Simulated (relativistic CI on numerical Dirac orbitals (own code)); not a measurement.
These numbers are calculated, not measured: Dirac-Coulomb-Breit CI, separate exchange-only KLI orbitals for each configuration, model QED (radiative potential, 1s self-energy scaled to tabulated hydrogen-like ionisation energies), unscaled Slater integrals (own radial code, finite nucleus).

The strongest absorption lines from the ground level of an ion, among the configurations computed and to levels below about 1350 eV (vacuum wavelength in Å, gf): 9.4174 (0.13), 9.4671 (0.052), 12.247 (0.0046), 12.676 (0.011), 13.130 (0.36), 13.304 (0.2), 104.19 (0.52), 177.51 (0.033).

Q: Which ion is it?
A. Ru32+
B. Sn38+
C. Sr26+
D. Ru30+

A: A. Ru32+ has 12 electrons and the ground level 3s2 1S_0; the strongest line goes to 3s 3p 1P°_1. The pattern of lines fixes the number of electrons, and along that sequence the line energies rise steadily with the charge (about as its square where n changes within one kind of shell, about linearly where n is kept but much faster in heavy ions where fine structure, which grows about as Z⁴, sets the gap, and irregularly where shells cross), which fixes Z. Configurations outside the model, such as inner-shell arrays, can give stronger lines. At this charge energies of transitions that change n are usually good to better than 1 %, and those within a shell (Δn = 0) to a few per cent.

LS names give the leading component of a level, which can be under half, so a name can repeat, a term be missing and a line seem to break the LS rules.
